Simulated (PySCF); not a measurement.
## What went wrong, or what changed?

The sound run of Tl2H6 (singlet) uses PySCF 2.14.0, RKS B3LYP, Tl def2-SVP with ECP60, H def2-SVP; non-relativistic Hamiltonian with scalar-relativistic core potentials where named; density fitting; no spin-orbit coupling, grid (50, 194), threshold 1e-8 and 55 cycles at the relaxed geometry:
```xyz
8

Tl    0.0000    0.0000    1.5800
Tl    0.0000    0.0000   -1.5800
H     1.2938    0.0000    0.0000
H    -1.2938    0.0000    0.0000
H     0.0000    1.6374    2.0893
H     0.0000   -1.6374    2.0893
H     0.0000    1.6374   -2.0893
H     0.0000   -1.6374   -2.0893
```
This run, with dm0 from free metal ions and neutral atoms, differs:

```python
mol = gto.M(atom='''
Tl     0.00000     0.00000     1.58003
Tl    -0.00000    -0.00000    -1.58003
H      1.29383     0.00000    -0.00000
H     -1.29383    -0.00000     0.00000
H      0.00000     1.63735     2.08934
H      0.00000    -1.63735     2.08934
H     -0.00000     1.63735    -2.08934
H      0.00000    -0.20375     1.12343''',
    basis={'Tl': 'def2-SVP', 'H': 'def2-SVP'},
    ecp={'Tl': 'def2-SVP'},
    charge=0, spin=0)
mf = dft.RKS(mol, xc='B3LYP')
mf.grids.atom_grid = (50, 194)
mf = mf.density_fit()  # fitting sets: Tl def2-universal-JKFIT, H def2-universal-JKFIT
mf.conv_tol = 1e-08; mf.max_cycle = 61
mf.kernel(dm0)
mf.nuc_grad_method().kernel()
```

Q: What was changed, and how did it end?

A: One atom was put far too close to the first. It converged in 10 cycles, 155.249 eV from the sound run, largest force component 795.48 eV/Å. The cycle limit differs too. These settings are unsound on purpose: the numbers aren't the compound's.
```
init E= -345.453732017122
cycle= 1 E= -342.603942225376  delta_E= 2.85  |g|= 0.845  |ddm|= 11.4
cycle= 2 E= -341.515582458462  delta_E= 1.09  |g|= 1.56  |ddm|= 6.89
cycle= 3 E= -342.866392093392  delta_E= -1.35  |g|= 0.342  |ddm|= 5.08
cycle= 4 E= -342.912153136736  delta_E= -0.0458  |g|= 0.0942  |ddm|= 1.43
cycle= 5 E= -342.915327017938  delta_E= -0.00317  |g|= 0.0273  |ddm|= 0.247
...
cycle= 8 E= -342.915789166074  delta_E= -4.77e-07  |g|= 0.000326  |ddm|= 0.00391
cycle= 9 E= -342.915789210895  delta_E= -4.48e-08  |g|= 7.91e-05  |ddm|= 0.000958
cycle= 10 E= -342.915789214391  delta_E= -3.5e-09  |g|= 2.09e-05  |ddm|= 0.000194
Extra cycle  E= -342.915789214248  delta_E= 1.43e-10  |g|= 2.67e-05  |ddm|= 0.000142
converged SCF energy = -342.915789214248
```

Run from Python with OMP_NUM_THREADS=2; the lines above give its settings.
It took 3.4 s on 2 threads of Arm Neoverse V1 (shared host).
